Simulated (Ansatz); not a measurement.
`O/[C]([GaH2])=N/[SiH3]` + `[OH][SnH2][OH]` → `[OH][SnH2][O][SiH3]` + `N=[C](O)[GaH2]`  (ligand exchange at the Si–N bond)

Isolated molecules relaxed with PBE0-D4/def2-TZVP in Ansatz; ΔE leaves out vibrations. CBS: MP2 limit from def2 TZ/QZ plus the TZ coupled-cluster correction, frozen cores. Functionals use def2-TZVPP. B3LYP here is the variant with VWN-RPA as its local correlation; programs differ in this. def2 core potentials past Kr. For Ga, Sn outer-core shells are correlated without core-valence functions, which leaves a few kJ/mol of doubt a bond. Scalar relativity is left out up to krypton. One conformer a species, not always the lowest.

`O/[C]([GaH2])=N/[SiH3]`:

Cartesian coordinates in Å:
```
O -0.260 2.225 0.936
C -0.124 0.972 0.489
Ga 0.150 0.705 -1.498
N -0.169 -0.006 1.310
Si 0.022 -1.541 0.571
H -0.382 2.174 1.899
H 1.607 0.804 -2.059
H -1.118 0.632 -2.411
H 1.240 -2.264 1.007
H 0.203 -1.287 -0.938
H -1.169 -2.414 0.694
```

`[OH][SnH2][OH]`:

Z-matrix (Å, degrees):
```
Sn
O 1 1.962
O 1 1.962 2 107.3
H 1 1.699 2 111.7 3 112.8
H 1 1.700 2 103.5 3 -118.2
H 2 0.960 1 113.3 3 -61.0
H 3 0.960 1 113.3 2 -60.9
```

`[OH][SnH2][O][SiH3]`:

```xyz
10

O     1.348    0.384   -1.855
Sn    1.086    1.113   -0.059
O    -0.612    0.386    0.584
Si   -1.267   -1.102    0.725
H     0.693    0.676   -2.492
H     0.835    2.793   -0.093
H     2.357    0.472    0.861
H    -1.963   -1.505   -0.528
H    -2.255   -1.090    1.835
H    -0.223   -2.126    1.022
```

`N=[C](O)[GaH2]`:

Cartesian coordinates in Å:
```
N 1.117 1.121 -0.229
C -0.006 0.537 -0.153
O -1.122 1.236 -0.441
Ga -0.309 -1.369 0.364
H 1.881 0.496 0.010
H -0.835 2.135 -0.673
H 1.009 -2.150 0.702
H -1.734 -2.006 0.420
```

| level | ΔE (kJ/mol) | difference from CCSD(T)/CBS |
| --- | --- | --- |
| r2SCAN-D4 | -33.8 | 7.8 |
| B3LYP-D4 | -42.4 | -0.8 |
| ωB97X-V | -42.4 | -0.8 |
| ωB97M-V | -40.3 | 1.3 |
| B2PLYP | -45.5 | -3.9 |
| PBE | -29.8 | 11.8 |
| B3LYP | -47.6 | -6.0 |
| HF/def2-TZVPP | -68.1 | -26.5 |
| MP2/def2-TZVPP | -39.6 | 2.0 |
| CCSD/def2-TZVPP | -46.6 | -5.0 |
| HF/def2-QZVPP | -69.9 | -28.3 |
| MP2/def2-QZVPP | -40.1 | 1.5 |
| SCS-MP2/def2-QZVPP | -47.7 | -6.1 |
| HF/CBS(def2) | -70.1 | -28.5 |
| MP2/CBS(def2) | -39.4 | 2.2 |
| CCSD/CBS(def2) | -46.4 | -4.8 |
| CCSD(T)/CBS | -41.6 | 0 |

Largest T1 diagnostic among the species: 0.015.

The D4 term adds +5.2 kJ/mol with B3LYP and +2.7 kJ/mol with PBE0; it sums over pairs of atoms, weighted by their polarisabilities, and B3LYP, whose exchange is more repulsive, gets the larger term. From PBE to PBE0 (25 % exact exchange), in def2-TZVPP and without D4, ΔE moves by −4.7 kJ/mol.
